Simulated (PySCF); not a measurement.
Cartesian coordinates in Å; atom numbers follow the order of the lines, from 1:
```xyz
5

Cl   -0.616    1.748   -0.865
Si    0.041   -0.029   -0.137
Cl   -1.103   -1.530   -0.882
Cl    1.975   -0.313   -0.685
H    -0.055   -0.021    1.328
```

Geometry: PBE0-D3(BJ)/def2-TZVP; GIAO shifts from PySCF, gas phase, non-relativistic, averaged over equivalent atoms.

At B97-2/pcSseg-2 (186 basis functions, 8.3 s wall time on 1 thread of an Intel Xeon 6975P-C, shared host):
```json
{"atoms": "Cl1/Cl3/Cl4", "δ (ppm)": "123.3"}
{"atoms": "Si2", "δ (ppm)": "4.8"}
{"atoms": "H5", "δ (ppm)": "6.26"}
```

Shifts are taken against calculated references (same method and geometry level): ³⁵Cl (σ = 941.52 ppm) against HCl; ²⁹Si (σ = 348.46 ppm) and ¹H (σ = 31.64 ppm) against TMS.

Estimate the result of repeating the calculation with PBE0/pcSseg-2.

Answers


| atoms | δ at PBE0/pcSseg-2 | change |
| --- | --- | --- |
| Cl1/Cl3/Cl4 | 134.7 | +11.4 |
| Si2 | 7.6 | +2.8 |
| H5 | 6.36 | +0.10 |

References, each an isolated molecule treated in the same way: ³⁵Cl (945.66 ppm) against HCl; ²⁹Si (342.20 ppm), ¹H (31.52 ppm) against TMS.

The largest change is at Cl1/Cl3/Cl4 (chlorine bonded to Si). Cost: 186 basis functions, 9.8 s wall time on 1 thread of an Intel Xeon 6975P-C, shared host.
